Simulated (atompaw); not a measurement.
# Before and after: PAW (atompaw) potential for strontium (Sr)

Sr, PAW, made with atompaw 4.2.0.5 (PBE, scalar-relativistic). Core [Ar] 3d10 4s2, reference 4p6 4d0 5s1 5p0 (charge +1). Waves: 5s (bound): rc 3.00 bohr; 5s channel at 0.5 Ry: rc 3.00 bohr; 4p (bound): rc 1.75 bohr; 5p (bound, empty): rc 2.25 bohr; 4d (bound, empty): rc 2.45 bohr; 4d channel at 0.2 Ry: rc 3.00 bohr. Local part: troulliermartins scheme with l = 3 at 0 Ry, radius 2.00 bohr. Core correction: smooth core density matched at 1.70 bohr. Augmentation charge: besselshape compensation charge, radius 2.35 bohr; PAW radius 3.00 bohr; waves and projectors: custom rrkj vanderbiltortho.

Change: local potential vpsmatchnc scheme with l = 3 at 0 Ry, radius 2.00 bohr.

Cutoffs: the cutoffs (Ry, on a coarse ladder) from which the occupation-weighted sum of valence levels, in a spherical-Bessel basis at the reference potential, stays within 10 and 1 mRy of its value at 400 Ry; they do not see the model core or the augmentation charge, which bear on the density cutoff.

Problem. What does the change do?

Solution. The potential gets softer (25 Ry and 35 Ry → 25 Ry and 30 Ry); both files keep a bound ghost (s); the range in which the s phases agree narrows (upper end 1.8 → -0.1).

```csv
quantity,base,changed
"cutoff, loose",25 Ry,25 Ry
"cutoff, tight",35 Ry,30 Ry
bound ghosts,s,s
s: phases at 3.00 bohr within 0.05 rad from the reference energy up to (Ry; the scan ends near 5),1.8,-0.1
p: phases at 3.00 bohr within 0.05 rad from the reference energy up to (Ry; the scan ends near 5),to the end of the scan,to the end of the scan
d: phases at 3.00 bohr within 0.05 rad from the reference energy up to (Ry; the scan ends near 5),1.4,1.4
lowest overlap eigenvalue by channel,"s 0.63, p 0.20, d 0.72","s 0.63, p 0.03, d 0.68"
```

 A true bound ghost makes a file unfit for plane-wave use even where its test errors are small: the radial tests pick states by their node count and pass the ghost by. The cutoffs see the waves, projectors and local potential, not the compensation charge or the core.
